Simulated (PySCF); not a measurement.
Cartesian coordinates (Å):
SMILES: BC(=C)C
```xyz
11

B      1.5350    -0.3490    -0.0506
C      0.0670     0.1273     0.0032
C     -0.1566     1.4612     0.0653
C     -1.0781    -0.8545    -0.0110
H      2.4202     0.4664    -0.0402
H      1.8117    -1.5204    -0.1021
H     -1.1658     1.8874     0.1089
H      0.6759     2.1678     0.0745
H     -1.0486    -1.4732    -0.9214
H     -1.0019    -1.5543     0.8357
H     -2.0587    -0.3587     0.0376
```
Charge 0, multiplicity 1.

Question: Give the HOMO–LUMO gap, dipole moment and S1 oscillator strength at the level PySCF with PBE-D3(BJ)/def2-TZVP.

Answer: 
```
Property                  Value
----------------------  -------
HOMO–LUMO gap           3.92 eV
dipole moment            1.28 D
S1 oscillator strength    0.001
```
